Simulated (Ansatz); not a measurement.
Geometry optimisation, Ansatz, RHF/def2-SVP.

Input:

```yaml
crystal:
  periodic: [false, false, false]
  atoms:
    - { symbol: W, position_ang: [0.146139, 0.309645, -0.562447] }
    - { symbol: F, position_ang: [-0.197887, 0.268252, 2.469991] }
    - { symbol: H, position_ang: [1.565321, -0.34145, 0.028327] }
    - { symbol: Cl, position_ang: [0.683886, 2.414382, 0.554537] }
    - { symbol: Cl, position_ang: [-3.612176, -0.684918, 0.374959] }
    - { symbol: H, position_ang: [-0.167156, -1.188103, 0.129691] }
    - { symbol: Cl, position_ang: [0.302135, 0.401484, -2.818249] }
    - { symbol: Br, position_ang: [-2.176568, 0.947143, 0.364527] }
    - { symbol: H, position_ang: [-0.193695, 1.161866, 2.278764] }
basis:
  gaussian: { orbitals: def2-SVP }
hamiltonian:
  xc: hf
relax:
  f_tol: 0.03
  max_steps: 50
```

Launched with:

```bash
$ ansatz run input.yaml --threads 4 --pin off --max-ram 5120MiB --backend cpu --events-out ev --progress --plain --runs-dir out
```

**Question.** Where does it end, and by what steps?

**Answer.** The forces met the threshold. After 16 steps the energy has fallen by 0.355 eV; H9 moved furthest, 0.74 Å. Joined: W1–F2 (3.05 → 2.48 Å).

```csv
step,energy less start (eV),largest force component (eV/Å),accepted
0,0.0000,0.636,yes
1,-0.1184,1.180,yes
2,-0.1151,2.237,no
3,-0.1579,0.964,yes
4,-0.1839,0.814,yes
5,-0.2214,0.463,yes
6,-0.2516,0.450,yes
7,-0.2687,0.684,yes
8,-0.2871,1.287,yes
9,-0.2941,2.117,yes
10,-0.3132,1.502,yes
11,-0.2864,0.713,no
12,-0.3389,0.993,yes
13,-0.3523,0.151,yes
14,-0.3539,0.081,yes
15,-0.3544,0.079,yes
16,-0.3548,0.016,yes
```

```xyz
9
Properties=species:S:1:pos:R:3
W 0.200 0.306 -0.257
F 0.276 0.338 2.224
H 1.534 -0.681 0.010
Cl 0.255 2.626 0.454
Cl -3.788 -0.801 -0.190
H -0.458 -1.127 0.369
Cl 0.454 0.473 -2.527
Br -2.655 0.966 0.306
H 0.532 1.189 2.432
```

Whether the end is a true minimum wasn't checked by a vibrational analysis.

Time of the run: 58 s on 4 threads of Arm Neoverse V2, on a shared host, peak memory 0.55 GiB.
